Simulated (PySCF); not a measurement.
# Spin states of InS

Unrestricted PBE0; PySCF, spin-free X2C with a Gaussian nucleus, basis sets In x2c-TZVPPall, S x2c-TZVPPall. Outer shells of the fragments: In 4d10 5s2 5p1; S 3s2 3p4.

Followed along the bond (rough minima from three points):

```json
{"2Ms+1": "2", "unpaired": "σ ↑", "⟨S²⟩ at the start": "0.76", "R at minimum (Å)": "2.28", "Te (eV)": "0.00"}
{"2Ms+1": "2", "unpaired": "π ↑", "⟨S²⟩ at the start": "0.76", "R at minimum (Å)": "2.52", "Te (eV)": "0.09"}
{"2Ms+1": "4", "unpaired": "σ ↑, π ↑↑", "⟨S²⟩ at the start": "3.76", "R at minimum (Å)": "2.53", "Te (eV)": "2.76"}
```

Solutions found at the starting distance of 2.375 Å, counted from the lowest of them; the search is not exhaustive and high or unbound solutions are not listed, so other states can lie among these:

| 2Ms+1 | unpaired | term | E (eV) | ⟨S²⟩ | ⟨Lz²⟩ | μ (D) |
| --- | --- | --- | --- | --- | --- | --- |
| 2 | σ ↑ | ²Σ⁺ | 0.00 | 0.76 | 0.00 | -4.42 |
| 2 | π ↑ | ²Π | 0.11 | 0.76 | 1.01 | -1.85 |
| 4 | σ ↑, π ↑↑ | mixed | 2.75 | 3.76 | 2.01 | -0.70 |
| 4 | σ ↑, π ↑↑ | mixed | 2.93 | 3.76 | 2.01 | -0.67 |
| 2 | σ ↑, π ↑↓ | mixed | 3.10 | 1.76 | 2.02 | -0.82 |
| 4 | π ↑↑↑ | ⁴Π | 4.30 | 3.76 | 1.01 | 3.66 |
| 4 | σ ↑↑, π ↑ | ⁴Π | 5.03 | 3.76 | 1.02 | 0.40 |
| 4 | σ ↑↑, π ↑ | ⁴Π | 5.56 | 3.76 | 1.00 | -2.74 |
| 4 | σ ↑↑↑ | ⁴Σ⁺ | 8.02 | 3.77 | 0.00 | -1.52 |

A term symbol is given only where ⟨S²⟩ and ⟨Lz²⟩ are close to those of a pure state; real π, δ and φ orbitals otherwise mix terms. A positive dipole means In(−)S(+).

Spin–orbit coupling is left out. Counting both spins, an empty level lies below a filled one in some of these solutions, because spin and occupation are held.
